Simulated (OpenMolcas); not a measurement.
A ladder of methods for SiCNCl2F (SMILES N#C[Si](F)(Cl)Cl)

SiCNCl2F: 6 atoms, total charge 0, spin state singlet. SMILES: `N#C[Si](F)(Cl)Cl`. The shape is that of a PBE0-D4/def2-TZVP optimisation.

```xyz
6

N     1.7526   -1.3610    1.1142
C     0.9231   -0.7633    0.5859
Si   -0.3819    0.2103   -0.2494
F    -1.4715   -0.8019   -0.7588
Cl    0.4229    1.1771   -1.8125
Cl   -1.2031    1.4747    1.0743
```

Each level gives the HOMO–LUMO gap (eV). The values are calculated.

| level | kind | program | value (eV) | CPU time |
| --- | --- | --- | --- | --- |
| SVWN5/cc-pVDZ | LDA | OpenMolcas | 6.33 | 43 s |
| BLYP/cc-pVDZ | GGA | OpenMolcas | 6.44 | 58 s |
| PBE/cc-pVDZ | GGA | OpenMolcas | 6.44 | 62 s |
| revPBE/cc-pVDZ | GGA | OpenMolcas | 6.48 | 62 s |
| M06-L/cc-pVDZ | meta-GGA | OpenMolcas | 7.11 | 83 s |
| TPSS/cc-pVDZ | meta-GGA | OpenMolcas | 6.69 | 83 s |
| r2SCAN/cc-pVDZ | meta-GGA | OpenMolcas | 7.01 | 79 s |
| PBE0/cc-pVDZ | global hybrid | OpenMolcas | 8.84 | 60 s |

The values span 6.33 to 8.84 eV. Orbital gaps aren't excitation energies; they tend to grow with the share of exact exchange. CPU times are rough (shared hosts, several kinds of processor and program).
